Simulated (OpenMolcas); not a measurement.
# Si3+: CASPT2 settings compared

* Program: OpenMolcas 26.06
* Basis: ANO-R3 [6s5p4d2f1g]
* Scalar Hamiltonian: X2C, finite nucleus
* Active space: 1 electron in 4 orbitals (3s 3p)
* State averaging: 2S+1 = 2 even, 1 root; 2S+1 = 2 odd, 3 roots
* Spin-orbit coupling: state interaction with AMFI integrals over the reference wave functions, term energies averaged over their components

Methods on the same reference wave functions:
A. CASSCF
B. SS-CASPT2, IPEA 0.35 Eh, sigma1 regulariser 0.25 Eh (closed shells correlated: 2s 2p)
C. XMS-CASPT2, IPEA 0.2 Eh, sigma2 regulariser 0.1 Eh (closed shells correlated: 2s 2p)
D. XMS-CASPT2, IPEA 0.1 Eh, sigma2 regulariser 0.4 Eh (closed shells correlated: 2s 2p)

Energies in cm-1 above 3s 2S 1/2, the measured ground level; measured values from NIST levels in Kelleher and Podobedova, J. Phys. Chem. Ref. Data 37, 1285 (2008).

```tsv
Level	A	B	C	D	Measured
3s 2S 1/2	0.0	0.0	0.0	0.0	0.0
3p 2P* 1/2	70847	71559	71506	71515	71288
3p 2P* 3/2	71229	71941	71888	71897	71749
```

Deviations, from unrounded energies. A percentage is the sum of absolute deviations over the sum of measured energies, with the sign that they share, or ± where signs differ.

| Against measurement | Levels | A | B | C | D |
| --- | --- | --- | --- | --- | --- |
| mean absolute deviation (cm-1) | 2 | 480 | 230 | 180 | 190 |
| other configurations (%) | 2 | -0.7 | +0.3 | +0.3 | +0.3 |

C, D lie about equally close to measurement and A furthest from it. The largest miss of C in the table is 3p 2P* 1/2, by +220 cm-1. The ranking rests on the paired levels alone, and a cruder setting can come out closer through cancelling errors.

Among B to D the level of the table that moves most is 3p 2P* 1/2, by 53 cm-1 (lowest in C, highest in B).

The lowest spin-free term lies below A's lowest term by 0.267 hartree in B, 0.267 hartree in C, 0.267 hartree in D.

With one active electron the reference holds no correlation, so core polarisation is missing (holds for A). With one active electron, CASPT2 adds the correlation within the correlated inactive shells and between them and that electron, and leaves the splitting within a term as the reference gives it (holds for B; C; D). Measured partners are found by configuration, term and J. A level has none where our copy of the source lacks it or the pairing is in doubt (some pairs that miss far off the trend of their configuration count as doubtful), and it then counts in no deviation. Levels of configurations outside the active space are missing.

* marks odd parity.
